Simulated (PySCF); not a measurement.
C₃H₆GeO, SMILES C#C[CH2][GeH2][OH]. Atoms are numbered in the order given.

```xyz
11

C     -0.2698     3.1621     0.0000
C      0.3222     2.1039     0.0000
C      0.9738     0.8065     0.0000
Ge    -0.3594    -0.6481     0.0000
O      0.6532    -2.1290     0.0000
H     -0.7796     4.1065     0.0000
H      1.6135     0.6745     0.8881
H      1.6135     0.6745    -0.8881
H     -1.2346    -0.5864     1.2724
H     -1.2346    -0.5864    -1.2724
H      0.1401    -2.9472     0.0000
```

Coordinates come from a B3LYP-D3(BJ)/def2-SVP optimisation. The structure was generated by enumeration, and PubChem lists no compound with its InChIKey, so it may never have been made. Other conformers were not sampled.

All values below come from PySCF with PBE/def2-TZVP.

Symmetry labels are those of the subgroup Cs that the program uses (full group Cs).

Task: List the valence orbital energies around the gap with their symmetry. (The exact figures need the calculation; the answer reports its results.)

Result: 
```tsv
orbital	symmetry	energy (eV)
HOMO−7	A'	-10.99
HOMO−6	A"	-10.91
HOMO−5	A'	-9.07
HOMO−4	A"	-8.73
HOMO−3	A'	-7.98
HOMO−2	A"	-6.87
HOMO−1	A"	-6.59
HOMO	A'	-6.30
LUMO	A'	-0.71
LUMO+1	A'	-0.14
LUMO+2	A"	0.00
LUMO+3	A'	0.31
```
